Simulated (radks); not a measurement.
The numbers below are computed, except where a source is named.
Pt V, configuration [Xe] 4f14 5d6. Level of theory: Dirac Kohn-Sham, PBE, spin-unpolarised, spherical densities, point nucleus; open shells fill j = l - 1/2 first (a radial shooting solver on a logarithmic mesh with Libxc functionals).

Radial electron density D(r) = 4 pi r^2 rho(r):

```
   r/bohr * D(r) (the largest magnitude, 145, reaches the edge; | marks zero)
0.0006419 | *
0.0007413 | *
0.0008493 |  *
0.0009808 |   *
 0.001133 |    *
 0.001298 |     *
 0.001499 |      *
 0.001731 |       *
 0.001999 |         *
  0.00229 |           *
 0.002645 |              *
 0.003055 |                *
   0.0035 |                   *
 0.004042 |                       *
 0.004668 |                          *
 0.005348 |                              *
 0.006176 |                                 *
 0.007132 |                                    *
 0.008237 |                                       *
 0.009437 |                                         *
   0.0109 |                                          *
  0.01259 |                                          *
  0.01442 |                                         *
  0.01665 |                                       *
  0.01923 |                                      *
  0.02204 |                                     *
  0.02545 |                                     *
  0.02939 |                                        *
  0.03394 |                                            *
  0.03889 |                                                *
  0.04491 |                                                    *
  0.05186 |                                                      *
  0.05942 |                                                     *
  0.06862 |                                                 *
  0.07925 |                                             *
   0.0908 |                                          *
   0.1049 |                                           *
   0.1211 |                                               *
   0.1399 |                                                  *
   0.1602 |                                                 *
   0.1851 |                                           *
   0.2137 |                                  *
   0.2448 |                            *
   0.2828 |                           *
   0.3266 |                              *
   0.3741 |                                *
   0.4321 |                              *
    0.499 |                        *
   0.5763 |                 *
   0.6603 |            *
   0.7625 |         *
   0.8806 |       *
    1.009 |      *
    1.165 |     *
    1.346 |   *
    1.542 |  *
     1.78 | *
    2.056 |*
    2.375 *
    2.721 *
    3.142 *
    3.629 *
    4.157 *
    4.801 *
```

D(r) has 4 maxima, at r = 0.0116, 0.0527, 0.147, 0.383 bohr, and minima at 0.0228, 0.0945, 0.272 bohr, inside which lie 2.03, 11.07, 30.03 electrons.
